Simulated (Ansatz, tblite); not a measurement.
Cost and result up the ladder for Cu(CO) (CuCO) (3 atoms). The state is a doublet with charge 0. Geometry: r2SCAN-D4/def2-TZVP.

```xyz
3

Cu    0.531   -0.658   -1.323
C    -0.110    0.343    0.111
O    -0.422    0.315    1.212
```

Ansatz on 4 threads of Arm Neoverse V2 on a shared host; xTB runs through tblite on one thread. Times are rough, summed over both states, and most runs start from the orbitals of an earlier one. CCSD(T)/def2-TZVPP serves as the yardstick here, not as an exact answer. The other state is a quartet at its own geometry.

The xTB rows come from tblite. LC-ωPBE has ω = 0.4 bohr⁻¹. Correlated methods freeze 11 core orbitals. HOMO above LUMO, or a gap near zero within one spin, warns that the state may not be the lowest or that an electron is smeared out.

Run but left out: HF/STO-3G (doublet: ⟨S²⟩ 2.14, where a pure state has 0.75).

Correlated methods converge slowly with the basis.

xTB has no spin-polarisation term.

```tsv
level	functions	wall time	quartet − doublet (eV)	difference from CCSD(T)/def2-TZVPP (eV)	remarks
GFN1-xTB	17	0.003 s	3.93	0.33	–
GFN2-xTB	17	0.003 s	3.93	0.33	–
LDA (SPW92)/def2-TZVP	107	2.5 s	4.49	0.89	gap within one spin near zero (quartet)
PBE-D4/def2-TZVP	107	3.8 s	4.19	0.59	–
revPBE-D4/def2-TZVP	107	3.9 s	4.12	0.52	–
BLYP-D4/def2-TZVP	107	4 s	4.28	0.68	–
LC-ωPBE/def2-TZVP	107	6.1 s	3.70	0.10	–
r2SCAN-D4/def2-TZVP	107	7.4 s	3.79	0.19	–
CCSD(T)/def2-TZVPP	126	39 s	3.60	0.00	–
```
